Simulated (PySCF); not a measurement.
A GIAO shielding run with PySCF 2.14.0 with density-fitted response routines (density fitting, non-relativistic, gas phase) on `N#CC[Si@@H](N)[Si@H](N)[SiH3]`, C2H11N3Si3:

```
$ OMP_NUM_THREADS=1 python probes_run.py task.json out

{"job": {"kind": "nmr", "xc": "PBE0", "basis": "pcSseg-1"}, "charge": 0, "multiplicity": 1}
N     -1.131940     2.087263     2.041881
C     -1.467097     1.662650     1.030479
C     -1.827125     1.061396    -0.203181
Si    -1.217161    -0.777192    -0.217717
N     -1.185916    -1.102688    -1.916714
Si     0.979636    -0.890619     0.496009
N      0.869325    -0.614476     2.199981
Si     2.438996     0.497451    -0.681645
H     -1.350420     1.609614    -1.016106
H     -2.907411     1.124815    -0.332444
H     -2.298514    -1.493249     0.498571
H     -0.808779    -1.983027    -2.225537
H     -1.982052    -0.865468    -2.488165
H      1.459269    -2.289910     0.446883
H      0.381386     0.205739     2.527691
H      1.685605    -0.761595     2.771573
H      2.653264     0.036247    -2.058394
H      1.921530     1.868434    -0.789788
H      3.777600     0.633865    -0.090838
```

Hardware: 1 thread of an Arm Neoverse V2, shared host. The job also computes population analyses, field gradients.

**Question.** How large is the calculation?

**Answer.** 86 electrons, 212 basis functions and 1159 auxiliary functions.

**Question.** How long does it take, and how much memory does it need?

**Answer.** 37 s of wall time, with 14 SCF cycles and 5 response iterations; peak memory 1 GiB. Times on a shared host scatter by some tens of per cent.
